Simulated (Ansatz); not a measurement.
ClFGe2H4 (`[F][GeH]([Cl])[GeH3]`). Total charge 0; spin multiplicity 1.

| atom | x (Å) | y (Å) | z (Å) |
| --- | --- | --- | --- |
| F1 | 0.3832 | -2.2700 | -0.4433 |
| Ge2 | -0.6619 | -0.9305 | -0.0717 |
| Cl3 | -1.8682 | -0.6436 | -1.8266 |
| Ge4 | 0.7298 | 1.0240 | 0.2749 |
| H5 | -1.5939 | -1.4324 | 1.0421 |
| H6 | 1.6455 | 0.7823 | 1.4812 |
| H7 | 1.5533 | 1.2466 | -0.9965 |
| H8 | -0.1879 | 2.2236 | 0.5399 |

Question: List the harmonic frequencies (cm⁻¹, unscaled) at PBE0-D4/def2-TZVP in Ansatz. (Best estimate.)

Answer: Computed: 69, 86, 134, 190, 269, 427, 464, 469, 681, 698, 726, 789, 874, 875, 2157, 2166, 2178, 2188.

Question: Is this a minimum?

Answer: Yes, all 18 modes are real.

Question: Give the ideal-gas thermochemistry at 298.15 K and 1 bar (rigid rotor, harmonic oscillator; point group C1, symmetry number 1).

Answer: Zero-point energy 92.4 kJ/mol; H(298) − E = 114.3 kJ/mol; entropy 373.1 J/(mol·K), of which translation 175.2, rotation 120.7, vibration 77.2; G(298) − E = 3.1 kJ/mol. Modes under 100 cm⁻¹ are hindered rotations or soft bends, so the harmonic entropy is rough.

Question: And at 400, 500, 600, 800 and 1000 K?

Answer: 
| T (K) | H − E (kJ/mol) | S (J/mol/K) | G − E (kJ/mol) |
| --- | --- | --- | --- |
| 400 | 126.0 | 406.8 | -36.7 |
| 500 | 138.7 | 435.1 | -78.8 |
| 600 | 152.3 | 459.8 | -123.6 |
| 800 | 181.5 | 501.7 | -219.9 |
| 1000 | 212.6 | 536.3 | -323.8 |
